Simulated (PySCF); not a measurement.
**C₆ coefficients of unlike pairs at UHF**

Calculated with PySCF 2.14 from the dipole response of each species, C₆(A,B) = (3/π) ∫ α_A(iu) α_B(iu) du, in atomic units, from isotropic polarisabilities. For ions this is the dispersion term alone; charge-induced terms of lower order in 1/R come first.

| species | configuration | basis | relativity | α (bohr³) | C₆ (like pair) |
| --- | --- | --- | --- | --- | --- |
| Sn³⁺ | [Kr] 4d10 5s1 (2S) | aug-cc-pVQZ-DK3 (9s8p6d3f2g) | spin-free X2C | 11.25 | 41.42 |
| Mg²⁺ | [Ne] (1S) | aug-cc-pVQZ (7s6p4d3f2g) | none | 0.3142 | 0.2147 |
| W⁺ | [Xe] 4f14 5d4 6s1 (6D) | aug-cc-pVTZ-PP with one added diffuse shell each of s, p, d, f, g type with ECP60MDF (7s7p6d4f3g) | core potential | 44.43 | 391.9 |
| Au³⁺ | [Xe] 4f14 5d8 (3F) | aug-cc-pVTZ-PP with ECP60MDF (6s6p5d3f2g) | core potential | 5.656 | 32.08 |

Task: Estimate C₆ for W⁺ with Sn³⁺.

Result: The integral gives 124.3. The combination rule 2 C_A C_B / (C_A α_B/α_A + C_B α_A/α_B) gives 123.5 and the geometric mean 127.4.

No spin-orbit coupling is included.

The other pairs:

| pair | C₆ |
| --- | --- |
| Au³⁺, Mg²⁺ | 2.494 |
| Au³⁺, W⁺ | 91.79 |
| Mg²⁺, Sn³⁺ | 2.371 |
| Au³⁺, Sn³⁺ | 33.56 |
| W⁺, Mg²⁺ | 6.066 |
